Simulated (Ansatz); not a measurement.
# CH3ClF2Si (SMILES C[Si](F)(F)Cl): the energy to break a bond

CH3ClF2Si has 8 atoms, charge 0, and is taken as a singlet. As SMILES, `C[Si](F)(F)Cl`. Geometry: optimised at B3LYP/def2-SVP.

```xyz
8

C    -0.8159   -0.3004    0.5170
Si    0.6935    0.1564   -0.4409
F     2.0153   -0.4835    0.2268
F     0.6202   -0.4250   -1.9439
Cl    0.9713    2.1863   -0.5647
H    -0.9252   -1.3959    0.5557
H    -0.7506    0.0809    1.5477
H    -1.7163    0.1241    0.0467
```

Wanted: the dissociation energy of the F4–Si2 bond into doublet F and doublet CH3ClFSi (shapes relaxed at B3LYP/def2-SVP, no zero-point term). 1 Eh = 2625.50 kJ/mol = 27.2114 eV. Totals in Eh; open shells run unrestricted unless said.

| level | program | CH3ClF2Si | doublet F | doublet CH3ClFSi |
| --- | --- | --- | --- | --- |
| PBE/def2-SVP | Ansatz | -988.473945 | -99.539757 | -888.683225 |
| r2SCAN/def2-SVP | Ansatz | -988.901783 | -99.598774 | -889.055545 |
| B3LYP/def2-SVP | Ansatz | -989.091257 | -99.640474 | -889.204715 |

Q: Work out the dissociation energy at each level.

A: 
1. PBE/def2-SVP: (-99.539757) + (-888.683225) − (-988.473945) = 0.250963 Eh = 658.9 kJ/mol = 6.83 eV.
2. r2SCAN/def2-SVP: (-99.598774) + (-889.055545) − (-988.901783) = 0.247464 Eh = 649.7 kJ/mol = 6.73 eV.
3. B3LYP/def2-SVP: (-99.640474) + (-889.204715) − (-989.091257) = 0.246068 Eh = 646.1 kJ/mol = 6.70 eV.

The levels span 646 to 659 kJ/mol; no measured value is set beside them. A bond enthalpy at 298 K also holds the loss of zero-point energy and thermal terms.
